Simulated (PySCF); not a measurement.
Computed shifts of a molecule C₄H₆OSe, PySCF with PBE0/pcSseg-1, GIAO, gas phase, equivalent atoms averaged, in ppm (number of nuclei): ¹³C: 174.4 (1), 88.4 (1), 83.8 (1), 40.7 (1). ¹H: 5.08 (1), 4.87 (1), 4.79 (1), 4.60 (1), 4.54 (1), 2.79 (1). References: ¹³C against TMS (σ = 186.3 ppm); ¹⁷O against H2O (σ = 334.2 ppm); ⁷⁷Se against Me2Se (σ = 1740.1 ppm); ¹H against TMS (σ = 31.56 ppm), references at their B3LYP-D3(BJ)/def2-TZVP geometries, non-relativistic. The structure is a stationary point at PBE0-D3(BJ)/def2-SVP. The values are those of a single conformer.

Q: Which molecule gave these data?
A) C#C[C@H]([SeH])OC
B) CC1=C[C@@H]([SeH])O1
C) C=C1OC[C@H]1[SeH]
D) CC1=C[Se]CO1

A: C, C=C1OC[C@H]1[SeH]
